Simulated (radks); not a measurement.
Question: Coherent X-ray form factor from a spherical all-electron density. Calculated with a radial shooting solver on a logarithmic mesh with Libxc functionals: Dirac Kohn-Sham, BLYP, spin-unpolarised, spherical densities, finite nucleus; Fermi nuclear charge, rms radius of each element as measured or else 0.836 A^(1/3) + 0.57 fm.

| sin(theta)/lambda (1/angstrom) | f0 (electrons) |
|---|---|
| 0.05 | 72.784 |
| 0.1 | 69.791 |
| 0.15 | 66.140 |
| 0.2 | 62.450 |
| 0.25 | 58.886 |
| 0.3 | 55.471 |
| 0.4 | 49.156 |
| 0.5 | 43.636 |
| 0.6 | 38.901 |
| 0.8 | 31.302 |
| 1 | 25.601 |
| 1.25 | 20.641 |
| 1.5 | 17.509 |
| 2 | 13.867 |

The species is in the configuration that NIST lists as its ground one. Which atom or ion scatters so?

Answer: Neutral tungsten, [Xe] 4f14 5d4 6s2. Extrapolating in s^2 from the first two rows gives f0(0) = 73.8, near the electron count 74; among species with that count, the fall with angle is slower the higher Z, and the table is that of Z = 74; from so few rows the species is fixed only to a neighbour or two.
